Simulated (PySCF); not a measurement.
SMILES O[Si](O[Si](C)(C)O)(O)O (C₂H₁₀O₅Si₂) at its GFN2-xTB optimised geometry (Å):

```
19

Si    -0.8112    -0.6631     0.0000
O      0.8084    -0.6631     0.0000
O     -1.3027    -1.4860    -1.3120
O     -1.2630     0.9060     0.0000
O     -1.4774    -1.3323     1.3042
Si    -1.9128    -0.7869     2.7993
C     -0.4001    -0.9143     3.9425
C     -3.3588    -1.8801     3.3498
O     -2.4059     0.7581     2.6519
H      1.2630    -1.4982    -0.0573
H     -2.2121    -1.7649    -1.3663
H     -0.7943     1.4982    -0.5827
H     -0.1001    -1.9454     4.1001
H      0.4501    -0.3846     3.5217
H     -0.6120    -0.4816     4.9147
H     -4.2018    -1.8031     2.6705
H     -3.6990    -1.5757     4.3331
H     -3.0722    -2.9246     3.4076
H     -2.1740     1.1869     1.8252
```

Level of theory: PySCF with B3LYP/def2-SVP. Cells within 0.4 Å of a nucleus heavier than hydrogen are left out (blank, or x).

Map of the deformation density (molecule minus spherical neutral atoms) (e/bohr³) on the plane z = 0.0 Å:

```
|222222222222222222222222222|
|222222222222222222222222222|
|222222222222222222222222222|
|222222222222222222222222222|
|222222222222222222222222222|
|222222221111222222222222222|
|222222221111122222222222222|
|222222222232112222222222222|
|222222343342112222222222222|
|2222235xxx42112222222222222|
|2222235xxx53111222222222222|
|22222234x863111222222222222|
|222222235753111122222222222|
|222221123321111234322222222|
|2222111011x11232x8422222222|
|222211100xxx146xxx322222222|
|222211100xxx258xxx221222222|
|222211111111135327621122222|
|222211111100122259611122222|
|222221111110111223101122222|
|222221111111111110001122222|
|222222211111111111111222222|
|222222222222222211112222222|
|222222222222222222222222222|
|222222222222222222222222222|
|222222222222222222222222222|
|222222222222222222222222222|
```
Scale: ten equal steps from -0.026 (start of '0') to 0.081 (end of '9'), in the order '0123456789'; x runs from -3.50 to 3.50, y from -3.50 (bottom) to 3.50 (top).
